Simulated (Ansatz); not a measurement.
Consider the redistribution: `BB(Cl)N[SiH3]` + `C[O][GeH2][OH]` → `BB(Cl)OC` + `[OH][GeH2][NH][SiH3]`.

Program: Ansatz. Geometries: PBE0-D4/def2-TZVP. ΔE: electronic, gas phase. CBS: MP2 limit from def2 TZ/QZ plus the TZ coupled-cluster correction, frozen cores. DFT in def2-TZVPP. B3LYP here is the variant with VWN-RPA as its local correlation; programs differ in this. For Ge outer-core shells are correlated without core-valence functions, which leaves a few kJ/mol of doubt a bond. Scalar relativity is left out up to krypton. One conformer a species, not always the lowest.

`BB(Cl)N[SiH3]`:

```xyz
11

B     1.703   -1.702   -0.431
B     0.752   -0.377   -0.079
Cl    1.806    1.006    0.381
N    -0.627   -0.160   -0.077
Si   -1.459    1.329    0.331
H     2.056   -2.463    0.424
H     2.144   -1.882   -1.530
H    -1.212   -0.941   -0.336
H    -2.906    1.030    0.179
H    -1.078    2.426   -0.590
H    -1.179    1.734    1.729
```

`C[O][GeH2][OH]`:

Cartesian coordinates in Å:
```
C 1.468 0.715 0.185
O 0.588 -0.359 0.411
Ge -0.954 -0.422 -0.467
O -1.959 -1.563 0.429
H 1.958 0.646 -0.795
H 2.244 0.685 0.953
H 0.964 1.689 0.249
H -1.538 1.008 -0.466
H -0.796 -1.026 -1.868
H -1.973 -1.373 1.370
```

`BB(Cl)OC`:

Cartesian coordinates in Å:
```
B -0.173 1.225 1.162
B -0.949 0.020 0.302
Cl -2.668 -0.026 0.776
O -0.552 -0.865 -0.617
C 0.789 -0.915 -1.066
H -0.150 2.356 0.770
H 0.292 1.019 2.246
H 0.806 -0.745 -2.143
H 1.413 -0.162 -0.574
H 1.193 -1.907 -0.856
```

`[OH][GeH2][NH][SiH3]`:

Cartesian coordinates in Å:
```
O -0.976 2.200 -0.960
Ge -1.010 0.980 0.336
N -0.348 -0.619 -0.256
Si 1.150 -1.369 0.138
H -0.091 2.353 -1.299
H -2.503 0.870 0.659
H -0.120 1.405 1.515
H -0.931 -1.081 -0.940
H 0.966 -2.726 0.723
H 2.040 -1.521 -1.048
H 1.822 -0.494 1.134
```

```csv
level,ΔE (kJ/mol),difference from CCSD(T)/CBS
PBE-D4,-2.0,0.6
B3LYP-D4,-1.8,0.8
ωB97X-V,-1.8,0.8
ωB97M-V,-2.3,0.3
B2PLYP,-3.0,-0.4
B3LYP,-3.4,-0.8
MP2/def2-TZVPP,-2.5,0.1
SCS-MP2/def2-TZVPP,-2.4,0.2
CCSD(T)/def2-TZVPP,-3.8,-1.2
SCS-MP2/def2-QZVPP,-1.8,0.8
CCSD(T)/CBS,-2.6,0
```

Largest T1 diagnostic among the species: 0.013.
